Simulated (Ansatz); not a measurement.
Cost and result for the atomization energy of C2H2ClGe (`[C]#[C][GeH2][Cl]`) radical (6 atoms, 5 bonds).

Charge 0, multiplicity 2. Correlated methods include outer-core shells of Ge, which these sets cover unevenly. Scalar relativity is left out up to krypton. The geometry is a stationary point of PBE0-D4/def2-TZVP. Program: Ansatz. All runs use 4 threads of an Arm Neoverse V1 on a shared host. Times are those of one run each, without the atoms' runs, and a repeat can differ threefold. Electronic energies, without spin–orbit coupling; frozen cores. CCSD(T)/CBS adds CCSD(T) − MP2 in def2-TZVPP to the MP2 limit, and its time is that of the two runs behind it. T1 = 0.037; ⟨S²⟩ of the reference is 1.16. With those shells the extrapolation isn't a true limit. B3LYP takes the VWN-RPA correlation (the form of Gaussian; ORCA's B3LYP/G). HSE06 is the plane-wave form, built on full-range PBE exchange.

CCSD(T)/CBS is a level of theory with its own doubt, some kJ/mol a heavy atom from the limit and from the frozen cores, so smaller differences don't rank the functionals.

```
                            level  functions  wall time
           LDA (SPW92)/def2-TZVPP        180      3.3 s
             revPBE-D4/def2-TZVPP        180      6.5 s
               BLYP-D4/def2-TZVPP        180      6.5 s
               PBE0-D4/def2-TZVPP        180        8 s
              HSE06-D4/def2-TZVPP        180      9.5 s
B3LYP-D4/def2-TZVPP (with forces)        180       10 s
            r2SCANh-D4/def2-TZVPP        180       14 s
                 CCSD(T)/def2-SVP         88       15 s
          CAM-B3LYP-D4/def2-TZVPP        180       17 s
 ωB97M-V/def2-TZVPP (with forces)        180       41 s
                   MP2/def2-QZVPP        333    2.5 min
               CCSD(T)/def2-TZVPP        180    3.8 min
                CCSD(T)/CBS(def2)          –    6.4 min
```

Task: What atomization energy does each give, and how far from CCSD(T)/CBS? (Estimate.)

Result: Ansatz gave: 
```csv
level,atomization (kcal/mol),difference from CCSD(T)/CBS,per bond
LDA (SPW92)/def2-TZVPP,538.9,77.4,15.5
revPBE-D4/def2-TZVPP,461.7,0.2,0.0
BLYP-D4/def2-TZVPP,458.3,-3.2,-0.6
PBE0-D4/def2-TZVPP,464.4,2.9,0.6
HSE06-D4/def2-TZVPP,464.7,3.2,0.6
B3LYP-D4/def2-TZVPP (with forces),456.4,-5.1,-1.0
r2SCANh-D4/def2-TZVPP,463.0,1.5,0.3
CCSD(T)/def2-SVP,434.6,-26.9,-5.4
CAM-B3LYP-D4/def2-TZVPP,457.4,-4.1,-0.8
ωB97M-V/def2-TZVPP (with forces),458.3,-3.2,-0.6
MP2/def2-QZVPP,457.8,-3.7,-0.7
CCSD(T)/def2-TZVPP,451.4,-10.1,-2.0
CCSD(T)/CBS(def2),461.5,0.0,0.0
```

From BLYP to BHLYP (50 % exact exchange), in def2-TZVPP and without D4, the atomization energy moves by −15.7 kcal/mol: exact exchange takes away binding that semilocal exchange gives to molecules. At CCSD(T), def2-SVP lies −26.8 kcal/mol from the extrapolated value and def2-TZVPP −10.0 kcal/mol: correlation converges slowly with the basis, and small sets miss more of it in the bonded molecule than in its fragments. In def2-TZVPP, CCSD(T) changes the Hartree–Fock value by +123.7 kcal/mol (the triples alone add +11.1 kcal/mol) and MP2 by +124.3 kcal/mol; breaking electron pairs costs correlation energy, which Hartree–Fock lacks.
